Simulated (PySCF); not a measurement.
ORD: `O=[S@@]1C=C[C@H]2C[C@@H]1C2`, C₆H₈OS

Geometry (Å), atoms numbered from 1 in this order:
```xyz
16

O     0.321    2.684    0.815
S     0.339    1.326    1.367
C     1.658    0.464    0.450
C     1.414   -0.485   -0.436
C     0.007   -0.897   -0.720
C    -0.752   -1.088    0.612
C    -1.058    0.405    0.557
C    -0.844    0.372   -0.951
H     2.643    0.832    0.685
H     2.215   -0.967   -0.981
H    -0.057   -1.693   -1.460
H    -1.644   -1.704    0.508
H    -0.163   -1.436    1.460
H    -1.990    0.792    0.963
H    -1.761    0.169   -1.500
H    -0.338    1.235   -1.382
```

Theory: TDDFT PBE0/def2-SVPD circular dichroism and optical rotation, one conformer, gas phase (PySCF 2.14.0). Geometry: GFN2-xTB.

States above about 6.7 eV lie in this functional's continuum (it starts at minus the energy of the highest occupied orbital, well below the true ionisation energy for most functionals) and depend on the basis.

Stereocentres: S2 S, C5 R, C7 R.

Task: Give the optical rotatory dispersion at 633, 589.3, 546, 436, 405, 365, 355 nm.

Result: [α] in deg dm⁻¹ (g/mL)⁻¹:
| λ (nm) | origin-invariant length gauge | modified velocity gauge | length gauge (centre of mass) | isotropic polarisability (au) |
| --- | --- | --- | --- | --- |
| 633 | -55.6 | -47.7 | -54.1 | 88.2 |
| 589.3 | -66.0 | -56.8 | -64.2 | 88.5 |
| 546 | -79.6 | -69.0 | -77.5 | 89.0 |
| 436 | -144.7 | -129.7 | -140.5 | 90.9 |
| 405 | -179.6 | -164.6 | -174.2 | 91.8 |
| 365 | -249.5 | -241.7 | -240.9 | 93.5 |
| 355 | -273.9 | -271.6 | -263.9 | 94.0 |

Task: And for the mirror image at 589.3 nm?

Result: +66.0 deg dm⁻¹ (g/mL)⁻¹ (origin-invariant length gauge): the same size and the opposite sign.

Task: What is the molar rotation [Φ] = [α]·M/100 of the geometry above at 589.3 nm?

Result: With M = 128.19 g/mol, -84.5 deg cm² dmol⁻¹ (origin-invariant length gauge).

The first excitation lies at 4.43 eV (280 nm) with R = -1.0 × 10⁻⁴⁰ esu² cm² (velocity form).
